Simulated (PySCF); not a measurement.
# Removing an electron from `BC1=C[C@@H]2[C@@H]3C=C[C@H]1[C@H]23`

Species: C8H9B.
Atom-mapped SMILES: `[BH2:1][C:2]1=[CH:3][C@@H:4]2[C@@H:5]3[CH:6]=[CH:7][C@H:8]1[C@H:9]23` (hydrogens: H10, H11 on B1; H12 on C3; H13 on C4; H14 on C5; H15 on C6; H16 on C7; H17 on C8; H18 on C9)

Geometry (PBE0-D3(BJ)/def2-SVP, Å), atoms numbered from 1 in this order:
```
atom  x, y, z in Å
B1     2.418    0.700   -0.696
C2     1.082    0.213   -0.143
C3     0.160   -0.481   -0.875
C4    -1.073   -0.711   -0.142
C5    -1.856    0.523    0.518
C6    -1.351    1.894    0.369
C7    -0.087    1.976    0.824
C8     0.433    0.602    1.193
C9    -0.844   -0.262    1.272
H10    2.811    0.274   -1.759
H11    3.103    1.493   -0.088
H12    0.312   -0.788   -1.913
H13   -1.731   -1.546   -0.395
H14   -2.926    0.325    0.615
H15   -1.915    2.702   -0.100
H16    0.557    2.857    0.773
H17    1.102    0.561    2.063
H18   -1.083   -0.887    2.136
```

Level: CAM-B3LYP/def2-SVPD (PySCF). Frontier orbitals with their largest atomic shares (Löwdin; up to four atoms above 4 %):

```tsv
orbital	ε (eV)	main atoms
HOMO−3	-10.50	B1 32 %, H11 21 %, C2 10 %, H10 9 %
HOMO−2	-9.96	C9 19 %, B1 14 %, C5 13 %, C2 10 %
HOMO−1	-8.26	C2 28 %, C3 22 %, C6 8 %, C4 7 %
HOMO	-8.05	?
LUMO	-0.70	B1 34 %, C3 21 %, C2 16 %, H11 6 %
LUMO+1	1.11	C7 26 %, C6 22 %, C4 8 %, C5 7 %
LUMO+2	1.36	B1 32 %, C6 8 %, H17 6 %, H18 6 %
```

Q: What vertical ionisation energy does ΔSCF give, and how far is −ε(HOMO) from it?

A: ΔSCF: 8.71 eV (840 kJ/mol; threshold wavelength 142 nm); ⟨S²⟩ of the doublet left behind is 0.762, against 0.75 for a pure doublet. −ε(HOMO) is 8.05 eV, 0.66 eV below it. In exact Kohn–Sham theory the two would be equal; CAM-B3LYP (range-separated hybrid) falls short of its own ΔSCF value by 8 %. Holes in the HOMO−1 and HOMO−2 were tried too where these lie within 1.2 eV of the HOMO; the lowest converged state counts.

Q: On which atoms does the HOMO lie?

A: C7 (alkene CH carbon) 26 %, C6 (alkene CH carbon) 22 %, C4 (sp3 carbon at a ring junction) 11 %, C5 (sp3 carbon at a ring junction) 11 %, so no atom holds as much as 40 %. The HOMO−1 lies 0.21 eV lower.

Q: And the vertical electron affinity, the fundamental gap, Mulliken's electronegativity and the hardness (with the factor ½)?

A: EA = 0.12 eV by ΔSCF (−ε(LUMO) = 0.70 eV). IE − EA = 8.59 eV against an orbital gap of 7.35 eV; (IE + EA)/2 = 4.42 eV; (IE − EA)/2 = 4.30 eV.

Q: The lowest singlet excitation (vertical TDDFT, same level) lies at 4.48 eV. How far is it below IE − EA?

A: IE − EA = 8.59 eV, so by 4.11 eV.

Q: How many of the 10 lowest singlet excitations (vertical TDDFT, same level) lie below the ionisation energy?

A: All 10; they run from 4.48 to 7.12 eV.

Q: With α = 98.9 au, estimate the like-pair dispersion coefficient by London's formula C6 = (3/4)α²I.

A: I = 0.3200 Eh, so C6 ≈ 2350 au, a rough estimate.

Q: What kinetic energy would electrons from this vertical process carry with He II light (40.814 eV)?

A: 40.81 − 8.71 = 32.10 eV.

Geometry: PBE0-D3(BJ)/def2-SVP, one conformer, isolated molecule.
